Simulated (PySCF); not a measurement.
## NMR data sheet: C2H12O2Si3

```
Formula                               : C2H12O2Si3
SMILES                                : CO[SiH2]OC[SiH2][SiH3]
InChI                                 : InChI=1S/C2H12O2Si3/c1-3-7-4-2-6-5/h2,6-7H2,1,5H3
Point group of the computed structure : C1
Degrees of unsaturation               : 0
Carbon signals                        : 2
Proton signals                        : 5
```

Numbering as in the mapped SMILES `[CH3:1][O:2][SiH2:3][O:4][CH2:5][SiH2:6][SiH3:7]`; H(Xn) means a hydrogen on atom n.

- GFN2-xTB geometry
- GIAO PBE0/pcSseg-1 shieldings
- run in PySCF 2.14.0 with density-fitted response routines
- one conformer, non-relativistic, no solvent, fast rotation and ring inversion assumed for equivalent nuclei

δ = σ(ref) − σ, references computed at the same level: TMS for ¹H and ¹³C and ²⁹Si; H2O for ¹⁷O.

| carbon | δC, type | δH (multiplicity) | HMBC from (2–3 bonds) | span of the C tensor (ppm) |
| --- | --- | --- | --- | --- |
| C1 | 52.7, CH3 | 3.91 (s) | H(Si3) | 75 |
| C5 | 50.7, CH2 | 4.03 (m) | H(Si3), H(Si6), H(Si7) | 90 |

Other nuclei:
```csv
atoms,nucleus,environment,δ (ppm),σ (ppm)
H(Si3),¹H,hydrogen on a silicon bonded to 2 O,4.69,27.03
H(Si6),¹H,"hydrogen on a silicon bonded to C, Si",4.07,27.65
H(Si7),¹H,hydrogen on a silicon bonded to Si,3.51,28.20
Si3,²⁹Si,"silicon bonded to 2 O, 2 H",-38.1,387.2
Si6,²⁹Si,"silicon bonded to C, Si, 2 H",-74.8,424.0
Si7,²⁹Si,"silicon bonded to Si, 3 H",-119.0,468.1
O2,¹⁷O,"oxygen bonded to C, Si",24.8,311.3
O4,¹⁷O,"oxygen bonded to C, Si",10.6,325.4
```

1. Carbon types of the structure: 1 × CH2, 1 × CH3, leaving 7 H on heteroatoms.
2. δC 52.7: methyl carbon bonded to O; deshielded by the electronegative neighbour.
3. δC 50.7: sp3 CH2 bonded to O and Si; pulled downfield by the heteroatom.
4. δH 4.03: hydrogen on an sp3 CH2 bonded to O and Si; its carbon carries O, which withdraws density.
5. δH 3.91: hydrogen on a methyl carbon bonded to O; its carbon carries O, hence the downfield position.
6. δH 3.51: hydrogen on a silicon bonded to Si.

Shifts are as computed. Against solution values, carbons near 30 ppm lie about +3 ppm off and those near 130 ppm about +5 ppm. Of 1211 compounds with measured shifts, 218 miss one by over three times the rms of a fit or turn the order of signals round; such compounds aren't used in these exercises. Experimental scales use liquid or dissolved standards, which lie at an offset from isolated H2O (liquid H2O: subtract about 36 ppm). No couplings were computed; multiplicities are counted from neighbouring protons, with m where these are inequivalent, close in shift, in a saturated or five-membered ring or joined by F or P, and br s for small geminal =CH2 splittings.
